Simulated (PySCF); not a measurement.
Match the calculated data to a structure.

| technique | computed result |
| --- | --- |
| Triplet | lowest triplet excitation (Tamm–Dancoff): 4.22 eV [TDA CAM-B3LYP/def2-SVPD] |
| Polarisability | 69.0 au [CAM-B3LYP/def2-SVPD] |
| UV, strongest line | among the 8 lowest singlet transitions: S2 at 6.42 eV (193 nm, f = 0.565) [TDDFT CAM-B3LYP/def2-SVPD] |
| UV, first state | lowest singlet excitation: 5.80 eV (214 nm, f = 0.002) [TDDFT CAM-B3LYP/def2-SVPD] |
| Dipole | 2.65 D [CAM-B3LYP/def2-SVPD] |
| Rotational structure | rotational constants A, B, C: 11.032, 1.248, 1.138 GHz [GFN2-xTB] |

Electronic properties: PySCF, gas phase, density fitting. Levels stand in brackets. Geometry: GFN2-xTB, one conformer, isolated molecule.

Question: Which candidate is it?
A. `COc1ccco1`
B. `O=COC=C1CC1`
C. `COc1ccoc1`

Answer: B. It is `O=COC=C1CC1`. Numbering: `[O:1]=[CH:2][O:3][CH:4]=[C:5]1[CH2:6][CH2:7]1`. Its formula, C5H6O2, gives 3 degrees of unsaturation: 1 ring and 2 π bonds in the structure found. The optimised geometry has point group Cs and is an asymmetric top.

The others, at the same levels:
- `COc1ccoc1` fails: its computed lowest singlet excitation is 6.06 eV (205 nm, f = 0.111) (against 5.80 eV), static isotropic polarisability is 63.3 au (against 69.0 au) and rotational constant A is 7.696 GHz (against 11.032 GHz).
- `COc1ccco1` fails: its computed lowest triplet excitation (Tamm–Dancoff) is 3.89 eV (against 4.22 eV), strongest line among the 8 lowest singlet transitions is S2 at 5.88 eV (211 nm, f = 0.195) (against S2 at 6.42 eV) and static isotropic polarisability is 64.2 au (against 69.0 au).

Each candidate is one conformer, not necessarily the lowest. The conformers computed, where there is a choice (atom-mapped SMILES and torsion angles):
- `[O:1]=[CH:2][O:3][CH:4]=[C:5]1[CH2:6][CH2:7]1`: O1–C2–O3–C4 0°, C2–O3–C4–C5 180°
- `[CH3:1][O:2][c:3]1[cH:4][cH:5][o:6][cH:7]1`: C1–O2–C3–C4 -178°
- `[CH3:1][O:2][c:3]1[cH:4][cH:5][cH:6][o:7]1`: C1–O2–C3–C4 180°
